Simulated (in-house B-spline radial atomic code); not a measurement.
Values are calculated unless marked as measured or tabulated.
## What the choice of pseudopotential does to G0W0 on PBE0: Cd⁺

All numbers come from an all-electron radial atomic-structure program (B-spline basis), non-relativistic (model numbers for so heavy an element), configuration [Kr] 4d10 5s1, open shells at high spin. Semilocal Troullier-Martins pseudo-atoms, one channel per l, are made with PBE or LDA for several valence sets and radii, with or without a model core, and set against the all-electron atom. One channel fits only the lowest state of its l, so a second state of that l is approximate. All electrons give 5s up: PBE0 -13.462 eV, G0W0 -16.557 eV, 4d down: PBE0 -23.247 eV, G0W0 -27.847 eV. Potentials are made in the ion's own configuration unless the neutral atom is named, and a smooth local potential serves every l without a channel. Potentials that miss their own reference levels by more than 6 millihartree, or need radii over 3.5 bohr, are left out. Columns give pseudo minus all-electron, in eV; a dash marks a level in the core or of low weight.

| valence | made with | radii (bohr) | model core (bohr) | 5s up PBE0 | 5s up G0W0 | 4d down PBE0 | 4d down G0W0 |
| --- | --- | --- | --- | --- | --- | --- | --- |
| 4d 5s | PBE, neutral atom | s 2.44 p 3.36 d 0.97 | none | -0.23 | -0.56 | +0.93 | +2.92 |
| 4d 5s | LDA, neutral atom | s 2.79 p 3.40 d 1.12 | none | -0.30 | -0.66 | +0.73 | +2.81 |
| 4d 5s | PBE, neutral atom | s 2.44 p 3.36 d 0.97 | 0.80 | -0.29 | -0.63 | +1.34 | +3.37 |
| 4d 5s | LDA | s 2.65 p 3.30 d 1.12 | 0.80 | -0.26 | -0.59 | +1.27 | +3.38 |
| 4d 5s | PBE | s 3.05 p 3.40 d 1.26 | 0.80 | -0.26 | -0.61 | +1.29 | +3.50 |
| 4p 4d 5s | PBE | s 1.88 p 0.69 d 0.78 | none | -0.38 | -1.07 | +0.29 | +0.84 |
| 4p 4d 5s | PBE, neutral atom | s 2.44 p 0.86 d 0.97 | none | -0.37 | -1.03 | +0.32 | +0.91 |
| 4p 4d 5s | PBE, neutral atom | s 3.17 p 1.12 d 1.26 | none | -0.47 | -1.36 | +0.38 | +1.18 |
| 4p 4d 5s | LDA, neutral atom | s 2.19 p 0.78 d 0.88 | 0.60 | -0.41 | -1.07 | +0.38 | +0.94 |
| 4p 4d 5s | PBE, neutral atom | s 2.44 p 0.86 d 0.97 | 0.60 | -0.40 | -1.06 | +0.38 | +0.98 |
| 4p 4d 5s | PBE | s 2.70 p 0.99 d 1.12 | 0.60 | -0.40 | -1.10 | +0.36 | +1.02 |
| 4p 4d 5s | PBE, neutral atom | s 3.17 p 1.12 d 1.26 | 0.60 | -0.47 | -1.36 | +0.41 | +1.21 |
| 4s 4p 4d 5s | PBE, neutral atom | s 0.83 p 0.86 d 0.97 | 0.58 | -0.12 | -0.11 | -0.13 | -0.25 |
| 4s 4p 4d 5s | LDA, neutral atom | s 0.95 p 0.99 d 1.12 | 0.58 | -0.09 | -0.07 | -0.14 | -0.23 |

Task: How does the G0W0 shift of 5s up, which all sets hold, depend on the valence set?

Result: Mean size: 4s 4p 4d 5s: 0.09 eV; 4d 5s: 0.61 eV; 4p 4d 5s: 1.15 eV. A semicore state feels strong exchange with the other subshells of its n, so the gain is largest when that whole shell is in the valence. A larger valence set can do worse when it takes only part of a shell, whose exchange with the frozen rest is then left to the functional. The means mix radii and the functional used in making the potentials.
